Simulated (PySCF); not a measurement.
**Excitation energy of Ar⁺ by level of theory**

Ar⁺ [Ne] 3s2 3p5 (2P) → Ar⁺ [Ne] 3s2 3p4 4s1 (4P), as a difference of total energies. Calculation: PySCF 2.14, in x2c-TZVPPall with one added diffuse shell each of s, p, d type (6s6p4d1f, 51 functions); scalar relativity by spin-free X2C-1e. Correlated levels: valence and next inner shell: 1s2 frozen. The calculations carry no spin-orbit coupling.

| method | excitation energy (eV) | error (eV) |
| --- | --- | --- |
| UHF | 16.058 | -0.590 |
| MP2 (valence and next inner shell) | 16.586 | -0.062 |
| SCS-MP2 (valence and next inner shell) | 16.706 | +0.058 |
| CCSD (valence and next inner shell) | 16.551 | -0.097 |
| CCSD(T) (valence and next inner shell) | 16.551 | -0.097 |

Reference: 16.648 eV (measured; NIST levels, between the centres of gravity of the two terms).

Errors of the correlated levels include the incompleteness of this basis and the frozen core.
